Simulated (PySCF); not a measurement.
# Working out the ionisation energy of W

W [Xe] 4f14 5d4 6s2 (5D) → W+ [Xe] 4f14 5d4 6s1 (6D). Calculation: PySCF 2.14, in aug-cc-pVDZ-PP with ECP60MDF (5s5p4d2f, 54 functions); scalar relativity through the core potential. Frozen: 5s2 5p6. Energies in hartree (1 hartree = 27.21139 eV):

```json
{"part": "UHF", "W (lower)": "-66.675859", "W+ (upper)": "-66.458713"}
{"part": "MP2 opposite-spin", "W (lower)": "-0.044922", "W+ (upper)": "0.000000"}
{"part": "MP2 same-spin", "W (lower)": "-0.040353", "W+ (upper)": "-0.039871"}
```

Q: What does Hartree-Fock give?

A: (-66.458713) − (-66.675859) = 0.217146 hartree = 5.909 eV.

Q: What do MP2 and SCS-MP2 (6/5 opposite-spin, 1/3 same-spin) give?

A: The opposite-spin parts differ by 1.222 eV and the same-spin parts by 0.013 eV. MP2: 5.909 + (1.222) + (0.013) = 7.144 eV. SCS-MP2: 5.909 + 1.2 × (1.222) + (0.013)/3 = 7.380 eV.

Measured between the centres of the two terms (NIST): 7.825 eV, so MP2 (valence) is off by -0.681 eV.

A double-zeta basis recovers only part of the correlation energy.

What remains against the reference includes basis incompleteness, the frozen core and correlation beyond second order.
